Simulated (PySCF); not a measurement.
**Vertical excitation energies**

C6H8ClFO.
InChI=1S/C6H8ClFO/c1-3-5(7)6(2,8)4-9/h3-5H,1H2,2H3/t5-,6+/m1/s1

Computed with TDDFT PBE0/def2-SVPD, vertical, gas phase, core orbitals frozen in the response (PySCF). Isolated species at its GFN2-xTB geometry (one conformer only). Torsions of this conformer, `[CH2:1]=[CH:2][C@@H:3]([Cl:4])[C@@:5]([CH3:6])([F:7])[CH:8]=[O:9]`: C1–C2–C3–Cl4 118°, C2–C3–C5–C6 -175°, C3–C5–C8–O9 55°.

Question: What does the calculation give for the low-lying excited states?

Answer: 

```csv
state,E (eV),E (hartree),f,|μ| (D),"main configurations (H = HOMO, L = LUMO)"
S1,4.16,0.1529,0.0004,0.15,"H→L (80%), H-1→L (13%)"
S2,5.51,0.2025,0.025,1.09,"H-1→L (82%), H→L (15%)"
S3,6.17,0.2268,0.013,0.73,H-2→L (82%)
S4,6.25,0.2297,0.0051,0.46,"H-3→L (70%), H→L+1 (22%)"
S5,6.41,0.2354,0.0041,0.41,"H→L+1 (61%), H-3→L (18%), H-1→L+1 (10%)"
S6,6.90,0.2537,0.136,2.28,"H-1→L+1 (51%), H-3→L+1 (24%)"
```

Triplets, Tamm–Dancoff:

| state | E (eV) | λ (nm) | main configurations (H = HOMO, L = LUMO) |
| --- | --- | --- | --- |
| T1 | 3.54 | 350.3 | H→L (77%), H-1→L (13%) |
| T2 | 4.30 | 288.3 | H-1→L+1 (46%), H-1→L (21%), H→L+1 (14%) |

The lowest singlet comes at 298 nm (402 kJ/mol) in the ultraviolet; it is dark (f under 0.0005); its leading configuration is HOMO→LUMO (80%). The most intense listed level is S6 at 6.90 eV (180 nm, f = 0.136), 2.74 eV above S1. It is the last of those listed, so stronger ones may follow. Löwdin shares by element: HOMO oxygen 40%, carbon 22% or more, chlorine 8% (atoms not listed hold the other 29%); LUMO carbon 43% or more, oxygen 30%, hydrogen 5% or more (atoms not listed hold the other 22%). Of the 6 states listed, 3 reach f = 0.01 and 1 stays under 0.0005. The oscillator strengths of these states sum to 0.183; summed over the whole spectrum of an exact calculation they would give the number of electrons, 78 (Thomas–Reiche–Kuhn). Orbital energies (eV): HOMO-3 -8.99, HOMO-2 -8.91, HOMO-1 -8.21, HOMO -7.98, LUMO -1.63, LUMO+1 -0.51, LUMO+2 0.65. Singlets were solved by full linear response, triplets in the Tamm–Dancoff approximation.
